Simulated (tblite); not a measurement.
Compound: C7H16NP.
Atom-mapped SMILES: `[CH3:1][NH:2][P:3]1[CH2:4][CH2:5][CH2:6][CH2:7][CH2:8][CH2:9]1` (hydrogens: H10, H11, H12 on C1; H13 on N2; H14, H15 on C4; H16, H17 on C5; H18, H19 on C6; H20, H21 on C7; H22, H23 on C8; H24, H25 on C9)

Cartesian coordinates in Å at the GFN2-xTB level; atoms count from 1:
```xyz
25
C7H16NP angstrom
C      3.4953   -0.3212   -0.1235
N      2.3415    0.5608   -0.0128
P      0.8590    0.0086   -0.7285
C     -0.0994    1.5316   -0.2426
C     -1.5351    1.5310   -0.7615
C     -2.1792    0.1460   -0.7684
C     -2.1425   -0.5805    0.5810
C     -1.0403   -1.6367    0.6574
C      0.3698   -1.0656    0.7184
H      3.8544   -0.4565   -1.1493
H      3.2338   -1.2986    0.2779
H      4.3077    0.0910    0.4772
H      2.5788    1.4638   -0.4181
H      0.4295    2.4024   -0.6413
H     -0.0693    1.5999    0.8479
H     -1.5490    1.9103   -1.7862
H     -2.1370    2.2128   -0.1533
H     -1.6663   -0.4668   -1.5151
H     -3.2155    0.2588   -1.0964
H     -3.0982   -1.0856    0.7410
H     -2.0179    0.1395    1.3917
H     -1.1254   -2.2976   -0.2090
H     -1.2000   -2.2488    1.5507
H      1.0774   -1.9002    0.7448
H      0.5170   -0.4741    1.6270
```

Computed values, GFN2-xTB/tblite, gas phase, harmonic and unscaled. The method is semi-empirical: single wavenumbers can be off by several per cent or more. One conformer, not necessarily the lowest.

Harmonic wavenumbers (cm⁻¹): 70.1, 110.3, 136.0, 149.6, 184.7, 193.9, 231.8, 300.0, 319.4, 333.7, 361.9, 474.5, 475.7, 651.5, 702.2, 718.1, 732.3, 779.8, 798.7, 829.9, 870.6, 939.7, 951.4, 985.9, 1026.3, 1049.8, 1068.7, 1093.2, 1097.5, 1116.9, 1126.3, 1151.9, 1160.7, 1184.8, 1207.2, 1232.3, 1255.2, 1265.6, 1284.1, 1330.6, 1341.5, 1350.9, 1355.5, 1368.6, 1416.8, 1439.9, 1452.4, 1478.8, 1489.7, 1490.4, 1494.4, 1495.3, 1500.6, 2917.5, 2925.3, 2932.1, 2936.8, 2941.7, 2943.1, 2946.4, 2955.4, 2960.3, 2967.0, 2972.2, 2978.2, 2988.0, 2988.7, 3024.9, 3317.1.

A = 2403, B = 967.6, C = 762.4 MHz; mass 145.102 u (most abundant isotopes); point group C1, symmetry number 1.

Question: Zero-point energy?

Answer: ½Σν̃ = 48661 cm⁻¹ = 582.12 kJ/mol.

Question: What is S at 500 K and 1 bar for an ideal gas of classical rigid rotors and harmonic oscillators?

Answer: Translation 181.68, rotation 130.23, vibration 222.46: S = 534.4 J/(mol K).

Question: And Cp and H(500 K) − H(0)?

Answer: Cp = 283.45 J/(mol K), of which vibrations give 250.20 (their classical limit is 69 R = 573.7); H(500 K) − H(0) = 77.26 kJ/mol without the zero-point energy, 60.63 from vibrations.

Question: What must be added to the electronic energy to get the Gibbs energy at 500 K and 1 bar?

Answer: ZPE + [H(500 K) − H(0)] − T·S = 582.12 + 77.26 − 267.19 = 392.19 kJ/mol.

Question: Blend soft modes into free rotors: weight 1/[1 + (100 cm⁻¹/ν̃)⁴] for the oscillator and the rest for a rotor with moment μB/(μ + B), μ = h/(8π²ν), B = 10⁻⁴⁴ kg m². What vibrational entropy results?

Answer: 214.31 J/(mol K) in place of 222.46, which changes −T·S at 500 K by +4.08 kJ/mol.

Question: How do the functions run with temperature in this model?

Answer: 
```tsv
T (K)	S (J/(mol K))	Cp (J/(mol K))	H − H(0) (kJ/mol)	G − H(0) (kJ/mol)	ln q(vib)
50	242.6	50.7	1.93	-10.20	0.23
100	287.1	80.1	5.23	-23.49	1.17
298.15	416.8	177.2	30.41	-93.85	6.41
373.15	461.0	219.0	45.27	-126.77	8.52
750	668.3	376.6	160.60	-340.60	19.48
1000	785.6	438.3	262.96	-522.67	26.58
```

q(vib) and H(0) count from the zero-point level.

Question: Which modes carry the vibrational entropy at 500 K?

Answer: 70.1 cm⁻¹: 21.64; 110.3 cm⁻¹: 17.89; 136.0 cm⁻¹: 16.17; 149.6 cm⁻¹: 15.39; 184.7 cm⁻¹: 13.67; 193.9 cm⁻¹: 13.27 J/(mol K); the other 63 give 124.44 together.

Hindered rotation and anharmonicity are outside this model. Other conformers, if any are populated, would add a mixing term that is left out. The structure is chiral; the term R ln 2 for an equal mix with its mirror image is left out.
